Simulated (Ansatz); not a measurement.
Basis-set extrapolation for `CC1=[C]([AlH2])N1` (PBE0-D4/def2-TZVP geometry, frozen core, the Gaussian-basis code of Ansatz). Multiplicity 1, RHF reference.

```json
{"": "HF", "def2-TZVPP": "-413.412639", "def2-QZVPP": "-413.427630"}
{"": "MP2 correlation", "def2-TZVPP": "-0.770472", "def2-QZVPP": "-0.821387"}
{"": "CCSD(T) correlation", "def2-TZVPP": "-0.843261", "def2-QZVPP": "not run"}
```

Energies in hartree. Use E(X) = E(∞) + A·exp(−7.88·√X) for Hartree–Fock and E(X) = E(∞) + B·X^(−2.97) for correlation, with X = 3 and 4, and add CCSD(T) minus MP2 of the smaller set to the MP2 limit.

**Question.** What is the CCSD(T) energy at the basis-set limit?

**Answer.** HF limit: -413.427630 + (-0.014991) × 0.13774 = -413.42969. MP2 limit: -0.821387 + (-0.050915) × 0.74074 = -0.85910. Higher-order term: -0.843261 − (-0.770472) = -0.07279. Total: -414.36158 hartree, 277.5 kJ/mol below CCSD(T)/def2-TZVPP.
